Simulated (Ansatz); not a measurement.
Two members of one family (Series InCl2X), computed with Ansatz in the gas phase; def2 core potentials for I, In, no spin–orbit coupling. The two geometries come from different levels. Binding counts from free atoms in the multiplicity of their measured ground term, without zero-point energy. A dash marks a value that wasn't run or was left out as unsound. The structures are stationary points that may keep the symmetry of their start. Remarks come from the PBE and PBE0 runs and from stability tests at other levels; not every state was tested. HOMO above LUMO (over both spins in singlets and doublets, within one spin in higher multiplets; at PBE or PBE0), or a gap under 0.15 eV within one spin, warns that the state may not be the lowest or that an electron is smeared out.

First: InCl2Br (singlet, charge 0, r2SCAN-D4/def2-SVP geometry).

```
atom    x (Å)    y (Å)    z (Å)
 In1   0.0096   0.0128   0.0100
 Cl2  -0.7861   2.1750   0.3435
 Cl3   2.0585  -0.5754   0.9467
 Br4  -1.2820  -1.6124  -1.3002
```

```csv
level,HOMO (eV),LUMO (eV),gap (eV),vertical IE (eV),vertical triplet (eV),binding per atom (eV)
PBE-D4/def2-SVP,-7.50,-3.84,3.66,–,–,2.49
PBE-D4/def2-TZVP,-7.68,-3.99,3.69,10.46,3.83,2.51
B3LYP-D4/def2-TZVP,-8.71,-3.45,5.25,–,–,2.37
PBE0-D4/def2-TZVP,-8.99,-3.16,5.83,11.03,4.42,2.48
PBE0-D4/def2-TZVPD,-9.01,-3.22,5.79,–,–,2.48
```

Remarks: gap within one spin near zero at PBE or PBE0 (+1 doublet), gap within one spin near zero at PBE or PBE0 (triplet).

Second: InCl2I (singlet, charge 0, PBE0-D4/def2-SVP geometry).

Cartesian coordinates in Å:
```
In 0.020 0.032 -0.035
Cl 1.809 1.425 0.490
Cl -0.798 0.134 -2.211
I -1.031 -1.591 1.756
```

Task: What does the change do? Estimate second minus first.

Result: 
```json
{"level": "PBE-D4/def2-SVP", "Δ HOMO (eV)": "0.47", "Δ LUMO (eV)": "0.04", "Δ gap (eV)": "-0.43", "Δ vertical IE (eV)": "–", "Δ vertical triplet (eV)": "–", "Δ binding per atom (eV)": "-0.11"}
{"level": "PBE-D4/def2-TZVP", "Δ HOMO (eV)": "0.52", "Δ LUMO (eV)": "0.08", "Δ gap (eV)": "-0.44", "Δ vertical IE (eV)": "-0.50", "Δ vertical triplet (eV)": "-0.32", "Δ binding per atom (eV)": "-0.11"}
{"level": "B3LYP-D4/def2-TZVP", "Δ HOMO (eV)": "0.65", "Δ LUMO (eV)": "0.06", "Δ gap (eV)": "-0.59", "Δ vertical IE (eV)": "–", "Δ vertical triplet (eV)": "–", "Δ binding per atom (eV)": "-0.11"}
{"level": "PBE0-D4/def2-TZVP", "Δ HOMO (eV)": "0.67", "Δ LUMO (eV)": "0.04", "Δ gap (eV)": "-0.62", "Δ vertical IE (eV)": "-0.69", "Δ vertical triplet (eV)": "-0.53", "Δ binding per atom (eV)": "-0.11"}
{"level": "PBE0-D4/def2-TZVPD", "Δ HOMO (eV)": "0.67", "Δ LUMO (eV)": "0.05", "Δ gap (eV)": "-0.62", "Δ vertical IE (eV)": "–", "Δ vertical triplet (eV)": "–", "Δ binding per atom (eV)": "-0.11"}
```

Remarks: gap within one spin near zero at PBE or PBE0 (+1 doublet), gap within one spin near zero at PBE or PBE0 (triplet).
